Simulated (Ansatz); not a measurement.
A CCSD(T) single point on AlBH8OSi2.

```yaml
crystal:
  periodic: [false, false, false]
  atoms:
    - {symbol: B, position_ang: [-1.195422, 1.128397, 0.314409]}
    - {symbol: O, position_ang: [-1.310663, -0.102872, 0.957081]}
    - {symbol: Si, position_ang: [-0.362722, -1.452995, 0.918076]}
    - {symbol: Si, position_ang: [1.423045, -0.967171, -0.545108]}
    - {symbol: Al, position_ang: [0.599804, 1.274169, -0.998335]}
    - {symbol: H, position_ang: [-1.122599, 1.005262, -1.016381]}
    - {symbol: H, position_ang: [-2.026266, 1.969785, 0.506377]}
    - {symbol: H, position_ang: [-1.184525, -2.597384, 0.441523]}
    - {symbol: H, position_ang: [0.105972, -1.745104, 2.299077]}
    - {symbol: H, position_ang: [2.751144, -1.004298, 0.126454]}
    - {symbol: H, position_ang: [1.456078, -1.856830, -1.738281]}
    - {symbol: H, position_ang: [0.911785, 2.586213, -1.814740]}
    - {symbol: H, position_ang: [-0.025229, 1.728029, 0.564647]}
basis:
  gaussian: {orbitals: def2-SVP}
correlation: {method: ccsd_t}
```

```sh
$ ansatz run in.yaml --threads 4 --pin off --events-out ev --progress --plain
```

The program prints (abridged):

```
Functional definition: HF
1173 factors; integrals over basis functions are off by at most 1.4e-3 eV
mean field evaluation 1: about -25131.7207 eV, gradient 3.5e1 eV
mean field evaluation 2: about -25131.7614 eV, gradient 3.5e1 eV
mean field evaluation 4: about -25135.2470 eV, gradient 4.1e0 eV
mean field evaluation 8: about -25135.3205 eV, gradient 1.6e-1 eV
mean field evaluation 16: about -25135.2687 eV, gradient 5.6e-1 eV
mean field -25135.32073442 eV, -923.7059996576 hartree, gradient 7.4e-6 eV, S^2 0.000000; 0 other end points of the search recorded, 0 dependent functions left out
17 core orbitals not correlated: weight in the atoms' cores, before any rotation towards them, 1.000 or more for the frozen orbitals, at most 0.000 for the correlated occupied ones
reference -25135.32073442 eV, -923.7059996576 hartree; 14, 14 occupied and 91, 91 virtual orbitals, 1173 factors
second order -14.91571569 eV of doubles, -0.00000000 eV of singles
cycle   1  -16.15224665 eV  change    -1.2e0 eV  update   1.1e-1
cycle   2  -16.71362827 eV  change   -5.6e-1 eV  update   3.4e-2
cycle   3  -16.83252036 eV  change   -1.2e-1 eV  update   1.8e-2
cycle   4  -16.82788624 eV  change    4.6e-3 eV  update   4.6e-3
cycle   5  -16.82537993 eV  change    2.5e-3 eV  update   2.1e-3
cycle   6  -16.82525117 eV  change    1.3e-4 eV  update   6.5e-4
cycle   7  -16.82505219 eV  change    2.0e-4 eV  update   2.9e-4
cycle   8  -16.82503225 eV  change    2.0e-5 eV  update   1.0e-4
cycle   9  -16.82507862 eV  change   -4.6e-5 eV  update   4.2e-5
cycle  10  -16.82507817 eV  change    4.6e-7 eV  update   1.5e-5
perturbative correction -0.47958717 eV, -0.0176245035 hartree
Total energy: -25152.62539976 eV, -924.3419343793 hartree
```

Hardware: 4 threads of a server CPU on a shared host. Wall time 5.5 s, peak host memory 0.6 GiB.

MP2 recovers 86.2 % of the CCSD(T) correlation energy and the triples give 2.8 %; T1 = 0.0140.
